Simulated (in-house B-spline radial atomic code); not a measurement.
Successive ionisation energies of indium; each step leads to the configuration of the next row (after the last: [Ar] 3d9). Dirac energy differences include first-order Breit, QED and recoil terms. NIST's values go from ground level to ground level; the uncertainty of those that are theory runs from under 0.1 % in few-electron ions to several per cent in heavy many-electron ones. Computed with a radial B-spline atomic code at the basis-set limit: Dirac-Hartree-Fock, average of the configuration, finite nuclei.

```tsv
ion	configuration	ionisation energy (eV)	tabulated value (eV)	computed minus tabulated (eV)	highest orbital	largest mean radius (bohr)
In5+	[Kr] 4d8	91.6	90	1.6	4d5/2	1.0758
In6+	[Kr] 4d7	111.5	109	2.5	4d5/2	1.0455
In7+	[Kr] 4d6	132.3	130.1	2.2	4d5/2	1.0182
In8+	[Kr] 4d5	154.0	156	-2.0	4d5/2	0.99317
In9+	[Kr] 4d4	176.4	178	-1.6	4d5/2	0.97012
In10+	[Kr] 4d3	199.6	201	-1.4	4d5/2	0.9487
In11+	[Kr] 4d2	?	?	?	?	?
In12+	[Kr] 4d1	248.3	249	-0.7	4d5/2	0.90984
In13+	[Ar] 3d10 4s2 4p6	344.0	341	3.0	4p3/2	0.83224
In14+	[Ar] 3d10 4s2 4p5	371.3	368	3.3	4p3/2	0.82099
In15+	[Ar] 3d10 4s2 4p4	399.2	396	3.2	4p3/2	0.81066
In16+	[Ar] 3d10 4s2 4p3	427.5	425	2.5	4p3/2	0.80069
In17+	[Ar] 3d10 4s2 4p2	456.4	462	-5.6	4p3/2	0.79106
In18+	[Ar] 3d10 4s2 4p1	485.8	497.1	-11.3	4p3/2	0.78174
In19+	[Ar] 3d10 4s2	?	?	?	?	?
In20+	[Ar] 3d10 4s1	?	?	?	?	?
In21+	[Ar] 3d10	1046.8	1043	3.8	3d5/2	0.34271
```

Problem. Fill in the row of In11+.

Solution. ionisation energy (eV): 223.6; tabulated value (eV): 226; computed minus tabulated (eV): -2.4; highest orbital: 4d5/2; largest mean radius (bohr): 0.92867.

Problem. Fill in the row of In19+.

Solution. ionisation energy (eV): 559.3; tabulated value (eV): 560; computed minus tabulated (eV): -0.7; highest orbital: 4s1/2; largest mean radius (bohr): 0.74423.

Problem. Fill in the row of In20+.

Solution. ionisation energy (eV): 592.0; tabulated value (eV): 593.38; computed minus tabulated (eV): -1.4; highest orbital: 4s1/2; largest mean radius (bohr): 0.73626.

Problem. Where is the largest jump?

Solution. From In20+ to In21+, by a factor of 1.77 (591.97 to 1046.8 eV); the highest orbital goes from 4s1/2 to 3d5/2.

Where a p, d or f electron is removed, the computed value is a mean over both j, so it misses the tabulated one by a part of the spin-orbit splitting; averaging over terms and missing correlation add to the gap, relatively most at low charge.
